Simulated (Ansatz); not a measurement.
SiH2OF4, closed shell: at a first-order saddle point.

The input file, in.yaml:

```yaml
crystal:
  periodic: [false, false, false]
  atoms:
    - {symbol: Si, position_ang: [-0.404528, 0.161911, -0.426459]}
    - {symbol: O, position_ang: [0.450894, -0.741932, 0.804810]}
    - {symbol: F, position_ang: [-0.223289, -0.306033, -1.915516]}
    - {symbol: F, position_ang: [-0.806129, 1.664207, -0.165502]}
    - {symbol: F, position_ang: [-1.804365, -0.530135, -0.072617]}
    - {symbol: H, position_ang: [1.328903, -0.041686, 0.517167]}
    - {symbol: F, position_ang: [1.396997, 0.713435, -0.407030]}
    - {symbol: H, position_ang: [0.061616, -0.919768, 1.665146]}
basis:
  gaussian: {orbitals: def2-TZVPP}
hamiltonian: {xc: {name: CAM-B3LYP}, dispersion: d4}
```

Launched with

```bash
ansatz run in.yaml --threads 8 --pin off --events-out ev --progress --plain --max-ram 19148MiB
```

The run's output (Ansatz 0.2.0):

```
Functional definition: CAM-B3LYP
  name "CAM-B3LYP"
  cite "Yanai, Tew & Handy, Chem. Phys. Lett. 393, 51 (2004) doi:10.1016/j.cplett.2004.06.011"
  cite "Iikura, Tsuneda, Yanai & Hirao, J. Chem. Phys. 115, 3540 (2001) doi:10.1063/1.1383587"
  cite "Becke, Phys. Rev. A 38, 3098 (1988) doi:10.1103/PhysRevA.38.3098"
  cite "Lee, Yang & Parr, Phys. Rev. B 37, 785 (1988) doi:10.1103/PhysRevB.37.785"
  cite "Vosko, Wilk & Nusair, Can. J. Phys. 58, 1200 (1980) doi:10.1139/p80-159"
  parameter alpha = 0.19
  parameter beta = 0.46
  parameter omega = 0.33/bohr
  parameter ac = 0.81
  # Exact exchange under (alpha + beta erf(omega r))/r, Becke's under what is left of 1/r.
  exchange = (1 - alpha - beta)*b88_x + beta*b88_x_sr(omega) + alpha*exact_x + beta*exact_x_lr(omega)
  correlation = (1 - ac)*vwn5_c + ac*lyp_c
1184 factors; their error is unknown
243 factors; integrals over basis functions are off by at most 9.7e-6 eV
mean field evaluation 1: about -20827.9768 eV, gradient 7.2e1 eV
mean field evaluation 2: about -20825.6333 eV, gradient 8.6e1 eV
mean field evaluation 4: about -20834.8842 eV, gradient 1.7e0 eV
mean field evaluation 8: about -20834.9313 eV, gradient 3.6e-2 eV
mean field -20834.93134535 eV, -765.6696045180 hartree, gradient 7.2e-5 eV, S^2 0.000000; 0 other end points of the search recorded, 0 dependent functions left out
reference -20834.93144252 eV, -765.6696080890 hartree; 30, 30 occupied and 195, 195 virtual orbitals, 1184 factors
Total energy: -20835.05054378 eV, -765.6739849793 hartree
```

The lines “mean field evaluation” count trial sets of orbitals through the whole run, from several starts and some on an approximate energy, so they need not fall steadily or lie above the final value.

Hardware: 8 CPU threads of an Arm Neoverse V1, shared host. Wall time about 1.4 s.
